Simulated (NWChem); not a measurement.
System: BeSiH4O; SMILES [SiH3][O][BeH]

Excerpt of the output:

```
             Northwest Computational Chemistry Package (NWChem) 7.3.0
             --------------------------------------------------------

                             Geometry "geometry" -> ""
                             -------------------------

 Output coordinates in angstroms (scale by  1.889725989 to convert to a.u.)

  No.       Tag          Charge          X              Y              Z
 ---- ---------------- ---------- -------------- -------------- --------------
    1 Be                   4.0000    -0.03803000    -2.13373400     0.00914900
    2 H                    1.0000    -0.04976100    -3.46220100     0.01410600
    3 O                    8.0000    -0.02679800    -0.72605500     0.00310500
    4 Si                  14.0000    -0.01294700     0.91930000    -0.00177700
    5 H                    1.0000    -0.64467000     1.43567600    -1.24546500
    6 H                    1.0000     1.38550400     1.42139100     0.06709900
    7 H                    1.0000    -0.76648000     1.44340300     1.16871300

 Effective nuclear repulsion energy (a.u.)      85.0933213362

                                 NWChem DFT Module
                                 -----------------

 Summary of "ao basis" -> "ao basis" (spherical)
 ------------------------------------------------------------------------------
       Tag                 Description            Shells   Functions and Types
 ---------------- ------------------------------  ------  ---------------------
 Be                        def2-tzvp                 9       19   5s3p1d
 H                         def2-tzvp                 4        6   3s1p
 O                         def2-tzvp                11       31   5s3p2d1f
 Si                        def2-tzvp                13       37   5s5p2d1f

            General Information
            -------------------
          SCF calculation type: DFT
          Wavefunction type:  closed shell.
          No. of atoms     :     7
          No. of electrons :    30
           Alpha electrons :    15
            Beta electrons :    15
          Charge           :     0
          Spin multiplicity:     1
          Use of symmetry is: off; symmetry adaption is: off
          Maximum number of iterations: 150
          AO basis - number of functions:   111
                     number of shells:    49
          Convergence on energy requested:  1.00D-06
          Convergence on density requested:  1.00D-05
          Convergence on gradient requested:  5.00D-04

              XC Information
              --------------
                         B3LYP Method XC Potential
                     Hartree-Fock (Exact) Exchange  0.200
                        Slater Exchange Functional  0.800 local
                    Becke 1988 Exchange Functional  0.720 non-local
              Lee-Yang-Parr Correlation Functional  0.810
                  VWN I RPA Correlation Functional  0.190 local

             Grid Information
             ----------------
          Grid used for XC integration:  medium
          Radial quadrature: Mura-Knowles
          Angular quadrature: Lebedev.
          Tag              B.-S. Rad. Rad. Pts. Rad. Cut. Ang. Pts.
          ---              ---------- --------- --------- ---------
          Be                  1.05       49          11.0       434
          H                   0.35       45          13.0       434
          O                   0.60       49           9.0       434
          Si                  1.10       88          12.0       590
          Grid pruning is: on
          Number of quadrature shells:   366
          Spatial weights used:  Erf1

      Superposition of Atomic Density Guess
      -------------------------------------

 Sum of atomic energies:        -380.19153442

      Non-variational initial energy
      ------------------------------

 Total energy =    -380.934995
 1-e energy   =    -693.157865
 2-e energy   =     227.129549
 HOMO         =      -0.403837
 LUMO         =      -0.004939

   convergence    iter        energy       DeltaE   RMS-Dens  Diis-err
 ---------------- ----- ----------------- --------- --------- ---------
 d= 0,ls=0.0,diis     1   -381.9455896919 -4.67D+02  9.83D-03  9.50D-01
 d= 0,ls=0.0,diis     2   -381.7809883398  1.65D-01  5.93D-03  2.69D+00
 d= 0,ls=0.0,diis     3   -382.0349429295 -2.54D-01  8.85D-04  4.59D-02
 d= 0,ls=0.0,diis     4   -382.0388489635 -3.91D-03  2.93D-04  1.61D-03
 d= 0,ls=0.0,diis     5   -382.0390551440 -2.06D-04  7.06D-05  1.23D-04
  Resetting Diis
 d= 0,ls=0.0,diis     6   -382.0390687609 -1.36D-05  6.52D-06  9.11D-07
 d= 0,ls=0.0,diis     7   -382.0390689015 -1.41D-07  1.54D-06  2.42D-08

         Total DFT energy =     -382.039068901523
      One electron energy =     -696.087400958495
           Coulomb energy =      262.954800997855
    Exchange-Corr. energy =      -33.999790277122
 Nuclear repulsion energy =       85.093321336239

 Numeric. integr. density =       30.000006585881

                       DFT Final Molecular Orbital Analysis
                       ------------------------------------

 Vector   13  Occ=2.000000D+00  E=-3.334976D-01
              MO Center= -4.7D-02, -3.2D+00,  1.3D-02, r^2= 1.1D+00
   Bfn.  Coefficient  Atom+Function         Bfn.  Coefficient  Atom+Function
  ----- ------------  ---------------      ----- ------------  ---------------
     7      0.345653  1 Be py                21      0.293122  2 H  s
    20      0.190743  2 H  s                 22      0.185733  2 H  s
    38     -0.146263  3 O  py                 3      0.134992  1 Be s
     2     -0.115420  1 Be s                 30      0.091286  3 O  s
    61      0.075441  4 Si s                  1     -0.072426  1 Be s

 Vector   14  Occ=2.000000D+00  E=-3.232433D-01
              MO Center= -9.0D-02,  5.5D-01, -3.2D-01, r^2= 2.8D+00
   Bfn.  Coefficient  Atom+Function         Bfn.  Coefficient  Atom+Function
  ----- ------------  ---------------      ----- ------------  ---------------
    33      0.237390  3 O  pz                95      0.216336  5 H  s
    36      0.204808  3 O  pz                96      0.178654  5 H  s
    31      0.161512  3 O  px                73     -0.161698  4 Si pz
    94      0.140919  5 H  s                 34      0.139344  3 O  px
   101     -0.131596  6 H  s                 39      0.123968  3 O  pz

 Vector   15  Occ=2.000000D+00  E=-3.232340D-01
              MO Center=  5.8D-02,  5.5D-01,  3.2D-01, r^2= 2.8D+00
   Bfn.  Coefficient  Atom+Function         Bfn.  Coefficient  Atom+Function
  ----- ------------  ---------------      ----- ------------  ---------------
    31      0.237451  3 O  px                34      0.204860  3 O  px
   107      0.200868  7 H  s                101     -0.173871  6 H  s
   108      0.165891  7 H  s                 33     -0.161470  3 O  pz
    71     -0.161668  4 Si px               102     -0.143608  6 H  s
    36     -0.139308  3 O  pz               106      0.130844  7 H  s

 Vector   16  Occ=0.000000D+00  E=-1.157088D-02
              MO Center= -2.0D-02, -3.7D-01,  5.7D-03, r^2= 7.7D+00
   Bfn.  Coefficient  Atom+Function         Bfn.  Coefficient  Atom+Function
  ----- ------------  ---------------      ----- ------------  ---------------
     5      0.930306  1 Be s                 75     -0.574550  4 Si py
    61     -0.432860  4 Si s                 30     -0.369569  3 O  s
     4     -0.250405  1 Be s                 22     -0.230158  2 H  s
   102      0.203460  6 H  s                 96      0.201618  5 H  s
   108      0.202505  7 H  s                  3      0.188025  1 Be s

 Vector   17  Occ=0.000000D+00  E= 2.463619D-03
              MO Center= -3.7D-02, -2.2D+00,  2.9D-02, r^2= 4.2D+00
   Bfn.  Coefficient  Atom+Function         Bfn.  Coefficient  Atom+Function
  ----- ------------  ---------------      ----- ------------  ---------------
    12      0.606913  1 Be px                14     -0.454979  1 Be pz
     6     -0.336885  1 Be px                 8      0.252557  1 Be pz
   108     -0.216730  7 H  s                102      0.176698  6 H  s
    74     -0.169862  4 Si px                37     -0.144112  3 O  px
    76      0.127285  4 Si pz                39      0.108030  3 O  pz

[...]

                                NWChem TDDFT Module
                                -------------------

            General Information
            -------------------
           No. of orbitals :     222
            Alpha orbitals :     111
             Beta orbitals :     111
        Alpha frozen cores :       0
         Beta frozen cores :       0
     Alpha frozen virtuals :       0
      Beta frozen virtuals :       0
         Spin multiplicity :       1
    Number of AO functions :     111
        Use of symmetry is : off
      Symmetry adaption is : off
         Schwarz screening :  0.10D-07

              XC Information
              --------------
                  B3LYP Method XC Potential
              Hartree-Fock (Exact) Exchange   0.20
                 Slater Exchange Functional   0.80 local
             Becke 1988 Exchange Functional   0.72 non-local
       Lee-Yang-Parr Correlation Functional   0.81
           VWN I RPA Correlation Functional   0.19 local

             TDDFT Information
             -----------------
          Calculation type : Tamm-Dancoff TDDFT
         Wavefunction type : Restricted singlets
          No. of electrons :      30
           Alpha electrons :      15
            Beta electrons :      15
              No. of roots :       6
          Max subspacesize :    5200
            Max iterations :     100
               Target root :       1
           Target symmetry : none
             Energy Cutoff :-0.63D+02
      Symmetry restriction : off
                 Algorithm : Optimal
        Davidson threshold :  0.10D-03

    6 smallest eigenvalue differences (eV)
--------------------------------------------------------
  No. Spin  Occ  Vir  Irrep   E(Occ)    E(Vir)   E(Diff)
--------------------------------------------------------
    1    1    1   16 a       -66.132    -0.012  1799.222
    2    1    1   17 a       -66.132     0.002  1799.604
    3    1    1   18 a       -66.132     0.002  1799.604
    4    1    1   19 a       -66.132     0.035  1800.480
    5    1    1   20 a       -66.132     0.059  1801.129
    6    1    1   21 a       -66.132     0.059  1801.130
--------------------------------------------------------

  Entering Davidson iterations
  Restricted singlet excited states

  Iter   NTrls   NConv    DeltaV     DeltaE      Time
  ----  ------  ------  ---------  ---------  ---------
    1      6       0     0.34E-01   0.10+100       31.3
    2     12       0     0.91E-02   0.51E-02       35.2
    3     18       0     0.36E-02   0.45E-03       41.9
    4     24       5     0.59E-03   0.95E-05       34.4
    5     25       6     0.70E-04   0.47E-07       23.6
  ----  ------  ------  ---------  ---------  ---------
  Convergence criterion met

  Ground state a        -382.039068901523 a.u.

  ----------------------------------------------------------------------------
  Root   1 singlet a             66.061442524 a.u.             1797.6241 eV
  ----------------------------------------------------------------------------
     Transition Moments    X -0.00007   Y -0.00704   Z  0.00002
     Dipole Oscillator Strength                    0.0021858914
     Electric Quadrupole                           0.0002891941
     Magnetic Dipole                               0.0000002172
     Total Oscillator Strength                     0.0024753027

     Occ.    1  a   ---  Virt.   16  a        0.94379
     Occ.    1  a   ---  Virt.   19  a       -0.28570
     Occ.    1  a   ---  Virt.   22  a       -0.12698
     Occ.    1  a   ---  Virt.   29  a        0.09185
  ----------------------------------------------------------------------------
  Root   2 singlet a             66.099132597 a.u.             1798.6497 eV
  ----------------------------------------------------------------------------
     Transition Moments    X -0.00327   Y  0.00004   Z  0.00253
     Dipole Oscillator Strength                    0.0007518391
     Electric Quadrupole                           0.0000818515
     Magnetic Dipole                               0.0001336348
     Total Oscillator Strength                     0.0009673255

     Occ.    1  a   ---  Virt.   17  a        0.96985
     Occ.    1  a   ---  Virt.   20  a        0.17063
     Occ.    1  a   ---  Virt.   21  a       -0.15410
  ----------------------------------------------------------------------------
  Root   3 singlet a             66.099150685 a.u.             1798.6502 eV
  ----------------------------------------------------------------------------
     Transition Moments    X -0.00252   Y  0.00003   Z -0.00326
     Dipole Oscillator Strength                    0.0007501062
     Electric Quadrupole                           0.0000816701
     Magnetic Dipole                               0.0001333421
     Total Oscillator Strength                     0.0009651184

     Occ.    1  a   ---  Virt.   18  a        0.96994
     Occ.    1  a   ---  Virt.   20  a       -0.15393
     Occ.    1  a   ---  Virt.   21  a       -0.17026
  ----------------------------------------------------------------------------
  Root   4 singlet a             66.118622754 a.u.             1799.1800 eV
  ----------------------------------------------------------------------------
     Transition Moments    X -0.00002   Y  0.00001   Z -0.00002
     Dipole Oscillator Strength                    0.0000000428
     Electric Quadrupole                           0.0000004650
     Magnetic Dipole                               0.0000000074
     Total Oscillator Strength                     0.0000005152

     Occ.    1  a   ---  Virt.   16  a       -0.23686
     Occ.    1  a   ---  Virt.   19  a       -0.89706
     Occ.    1  a   ---  Virt.   22  a        0.33913
     Occ.    1  a   ---  Virt.   23  a       -0.13375
  ----------------------------------------------------------------------------
  Root   5 singlet a             66.125894227 a.u.             1799.3779 eV
  ----------------------------------------------------------------------------
     Transition Moments    X  0.00127   Y  0.00001   Z  0.00574
     Dipole Oscillator Strength                    0.0015227837
     Electric Quadrupole                           0.0001599172
     Magnetic Dipole                               0.0002742138
     Total Oscillator Strength                     0.0019569146

     Occ.    1  a   ---  Virt.   17  a       -0.09802
     Occ.    1  a   ---  Virt.   18  a        0.21536
     Occ.    1  a   ---  Virt.   20  a        0.88974
     Occ.    1  a   ---  Virt.   21  a        0.37017
     Occ.    1  a   ---  Virt.   25  a        0.09086
     Occ.    1  a   ---  Virt.   33  a       -0.06548
  ----------------------------------------------------------------------------
  Root   6 singlet a             66.125913572 a.u.             1799.3784 eV
  ----------------------------------------------------------------------------
     Transition Moments    X  0.00574   Y -0.00005   Z -0.00126
     Dipole Oscillator Strength                    0.0015208720
     Electric Quadrupole                           0.0001595618
     Magnetic Dipole                               0.0002737479
     Total Oscillator Strength                     0.0019541817

     Occ.    1  a   ---  Virt.   17  a        0.21566
     Occ.    1  a   ---  Virt.   18  a        0.09774
     Occ.    1  a   ---  Virt.   20  a       -0.37008
     Occ.    1  a   ---  Virt.   21  a        0.88974
     Occ.    1  a   ---  Virt.   24  a        0.09081
     Occ.    1  a   ---  Virt.   34  a        0.06545

              Target root =      1
          Target symmetry = none
      Ground state energy =   -382.039068901523
        Excitation energy =     66.061442523997
     Excited state energy =   -315.977626377525

  stored tddft:energy   -315.97762637752538
```

Level: B3LYP/def2-TZVP, restricted-window TDA. Structure relaxed at the B3LYP/6-31G* (spherical d) level. The quadrupole and magnetic terms of the printed total strengths depend on the origin.

Reconstruct the input file.

One answer among several that fit: the input that was run:
```
start job
memory heap 200 mb stack 900 mb global 1100 mb
geometry units angstroms noautosym nocenter noautoz
  Be    -0.038030    -2.133734     0.009149
  H     -0.049761    -3.462201     0.014106
  O     -0.026798    -0.726055     0.003105
  Si    -0.012947     0.919300    -0.001777
  H     -0.644670     1.435676    -1.245465
  H      1.385504     1.421391     0.067099
  H     -0.766480     1.443403     1.168713
end
basis spherical
  * library def2-tzvp
end
dft
  xc b3lyp
  iterations 150
end
tddft
  cis
  ecut -63.0
  nroots 6
  notriplet
end
task tddft energy
```
